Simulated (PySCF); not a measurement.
Species: InCl2(NMe2), C2H6Cl2InN.
SMILES: `[In]([Cl])([N](C)C)[Cl]`

Computed with PBE0-D3(BJ)/def2-SVP geometry optimisation, gas phase, def2 core potentials past Kr in PySCF.

Take the most abundant isotopes and a rigid rotor. 

(1) Give the principal moments of inertia and the rotational constants in cm⁻¹.

(2) Classify the top.

(3) Is it planar, by Δ = Ic − Ia − Ib?

(4) Give the other two planar moments, Paa and Pbb, and the rms extents of the mass along the axes.

(5) Give the coordinates in the principal-axis frame, origin at the centre of mass.

(6) List the rotational levels J(Ka,Kc) to J = 5 (cm⁻¹).

(7) Which lines would a microwave search look for?

## Answers

(1) Ia = 335.23, Ib = 392.44, Ic = 721.23 u·Å²; 505379 MHz·u·Å²/I gives 1508, 1288 and 700.7 MHz, that is A = 0.05029, B = 0.04296, C = 0.02337 cm⁻¹.

(2) An asymmetric top: κ = (2 × 1288 − 1508 − 700.7)/(1508 − 700.7) ≈ 0.46.

(3) Not planar: Δ = Ic − Ia − Ib = -6.44 u·Å². For a rigid frame Δ = −2 Σ m c², so Σ m c² = 3.22 u·Å² lies off the ab plane: 3.21 from hydrogen and 0.01 from heavier atoms. The atom farthest from that plane is 0.92 Å away.

(4) Paa = Σ m a² = (Ib + Ic − Ia)/2 = 389.22 and Pbb = Σ m b² = (Ia + Ic − Ib)/2 = 332.01 u·Å². With the mass M = 228.89 u, the rms extents √(P/M) along a, b and c are 1.30, 1.20, 0.12 Å.

(5) The sense of each axis is arbitrary; atoms in the order of the calculation.
| atom | mass (u) | a (Å) | b (Å) | c (Å) |
| --- | --- | --- | --- | --- |
| In1 | 114.904 | 0.129 | 0.000 | 0.005 |
| Cl2 | 34.969 | 1.242 | -2.044 | -0.006 |
| Cl3 | 34.969 | 1.382 | 1.961 | -0.004 |
| N4 | 14.003 | -1.868 | 0.052 | -0.027 |
| C5 | 12.000 | -2.603 | 1.289 | 0.000 |
| C6 | 12.000 | -2.662 | -1.147 | 0.007 |
| H7 | 1.008 | -3.287 | 1.374 | -0.868 |
| H8 | 1.008 | -1.923 | 2.153 | -0.032 |
| H9 | 1.008 | -3.222 | 1.385 | 0.914 |
| H10 | 1.008 | -2.023 | -2.043 | -0.004 |
| H11 | 1.008 | -3.295 | -1.199 | 0.915 |
| H12 | 1.008 | -3.339 | -1.212 | -0.868 |

(6) Above 0(0,0):
J = 1: 1(0,1) 0.0663, 1(1,1) 0.0737, 1(1,0) 0.0932
J = 2: 2(0,2) 0.1850, 2(1,2) 0.1867, 2(1,1) 0.2455, 2(2,1) 0.2675, 2(2,0) 0.2814
J = 3: 3(0,3) 0.3490, 3(1,3) 0.3493, 3(1,2) 0.4585, 3(2,2) 0.4665, 3(2,1) 0.5154, 3(3,1) 0.5592, 3(3,0) 0.5674
J = 4: 4(0,4) 0.5591, 4(1,4) 0.5591, 4(1,3) 0.7177, 4(2,3) 0.7195, 4(2,2) 0.8195, 4(3,2) 0.8408, 4(3,1) 0.8780, 4(4,1) 0.9496, 4(4,0) 0.9538
J = 5: 5(0,5) 0.8158, 5(1,5) 0.8158, 5(1,4) 1.0213, 5(2,4) 1.0216, 5(2,3) 1.1755, 5(3,3) 1.1820, 5(3,2) 1.2683, 5(4,2) 1.3108, 5(4,1) 1.3359, 5(5,1) 1.4394, 5(5,0) 1.4413

(7) The dipole components are |μa| = 2.80 D, |μb| = 0.12 D, |μc| = 0.08 D. Intensities carry the squares of the components, which stand as 1.00 : 0.00 : 0.00 (a : b : c). Some lines, for components of 0.1 D or more:

```tsv
type	branch	J(Ka,Kc)	MHz	lower level (cm⁻¹)
a	Q	1(1,0) ← 1(1,1)	587	0.074
b	Q	2(2,0) ← 2(1,1)	1078	0.245
a	Q	3(2,1) ← 3(2,2)	1468	0.466
b	Q	3(3,0) ← 3(2,1)	1559	0.515
b	R	1(1,1) ← 0(0,0)	2208	0.000
b	Q	4(2,2) ← 4(1,3)	3050	0.718
a	R	2(1,2) ← 1(1,1)	3390	0.074
a	Q	4(1,3) ← 4(1,4)	4755	0.559
b	R	3(1,3) ← 2(0,2)	4923	0.185
a	R	4(1,4) ← 3(1,3)	6291	0.349
a	R	3(1,2) ← 2(1,1)	6385	0.245
b	R	3(2,2) ← 2(1,1)	6625	0.245
b	R	4(1,3) ← 3(2,2)	7533	0.466
a	R	4(3,2) ← 3(3,1)	8443	0.559
a	R	4(3,1) ← 3(3,0)	9310	0.567
b	R	4(3,1) ← 3(2,2)	12337	0.466
```

Stationary, but not proved a minimum. Constants of a rigid frame at the computed geometry: no zero-point averaging, no centrifugal distortion. A rigid rotor knows nothing of internal rotation, which can split or shift real lines. Quadrupole hyperfine structure (14N, 35Cl) is left out.

Time: 4.9 min; peak memory 0.51 GiB. Hardware: one thread, Arm Neoverse V1 (aarch64), shared host with 32 logical CPUs at a one-minute load of 21. That covers the optimisation of the geometry.
